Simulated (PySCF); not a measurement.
```xyz
3
charge 0 multiplicity 2, angstrom
La    0.0000    0.0000   -0.7991
Br    2.2965    0.0000    0.6970
Br   -2.2965    0.0000    0.6970
```

Method: UPBE in PySCF with La def2-SVP with ECP46, Br def2-SVP; scalar-relativistic core potentials, no spin–orbit coupling; density-fitted integrals.

This geometry of LaBr₂ is a stationary point at this level.

**Question.** What is the point group?

**Answer.** C2v.

**Question.** Is it a minimum?

**Answer.** Yes: all harmonic wavenumbers are real, though the softest, 46 cm⁻¹, leaves little margin.

**Question.** List the harmonic modes with their infrared intensities.

**Answer.** 
```json
{"symmetry": "a1", "ω (cm⁻¹)": "46", "IR (km/mol)": "2.1", "type": "bend"}
{"symmetry": "a1", "ω (cm⁻¹)": "221", "IR (km/mol)": "15.5", "type": "stretch"}
{"symmetry": "b2", "ω (cm⁻¹)": "241", "IR (km/mol)": "50.1", "type": "stretch"}
```

**Question.** What are the dipole moment and the gap between the highest occupied and lowest empty levels of either spin?

**Answer.** 5.08 D and 0.70 eV.

**Question.** Give the ideal-gas entropy at 298.15 K and 1 bar by parts.

**Answer.** translation 179.9, rotation 120.7, vibration 36.5, spin 5.8; total 342.8 J/(mol K).

In C2v the vibrations span 2a1 + b2. Here b1 is antisymmetric to the molecular plane and b2 lies in it.

Other isomers or separated fragments may lie lower. With open d or f shells other occupations or spin states may lie lower. Spin–orbit coupling, left out here, can matter for elements this heavy.
